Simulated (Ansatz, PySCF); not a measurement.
sulfur tetrafluoride (F4S), SMILES FS(F)(F)F. Atoms are numbered in the order given.

```xyz
5

F      1.2335     0.0000     0.6204
S      0.0000     0.0000    -0.3921
F      0.0000    -1.6679    -0.2772
F      0.0000     1.6679    -0.2769
F     -1.2335     0.0000     0.6204
```

The structure is a stationary point at TPSSh-D3(BJ)/def2-SVP.

Two levels are set side by side: PBE-D3(BJ)/def2-SVP (Ansatz, an electronic-structure program) and TPSSh-D3(BJ)/def2-SVP (PySCF). Each level has its own optimised geometry; the coordinates shown are those of the second. Frequencies come from the Hessian of PySCF at each geometry. Differences are taken from unrounded values.

| quantity | TPSSh-D3(BJ) |
|---|---|
| mean bond length (Å) | 1.634 |
| bond F1–S2 (Å) | 1.596 |
| bond S2–F3 (Å) | 1.672 |
| bond S2–F4 (Å) | 1.672 |
| bond S2–F5 (Å) | 1.596 |
| highest harmonic wavenumber (cm⁻¹) | 868 |
| mean harmonic wavenumber (cm⁻¹) | 562 |
| zero-point energy (kcal/mol) | 7.23 |

### Question
What does PBE-D3(BJ) give, and how far is it from TPSSh-D3(BJ)? (An estimate is asked for; the answer gives what the named calculation found.)

### Answer

```tsv
quantity	PBE-D3(BJ)	PBE-D3(BJ) minus TPSSh-D3(BJ)
mean bond length (Å)	1.651	0.017
bond F1–S2 (Å)	1.613	0.018
bond S2–F3 (Å)	1.688	0.016
bond S2–F4 (Å)	1.688	0.016
bond S2–F5 (Å)	1.613	0.018
highest harmonic wavenumber (cm⁻¹)	830	-38
mean harmonic wavenumber (cm⁻¹)	536	-26
zero-point energy (kcal/mol)	6.90	-0.33
```

GGA bonds tend to be longer and softer than those of functionals with exact exchange. Differences between two approximate levels are no errors against the true value.
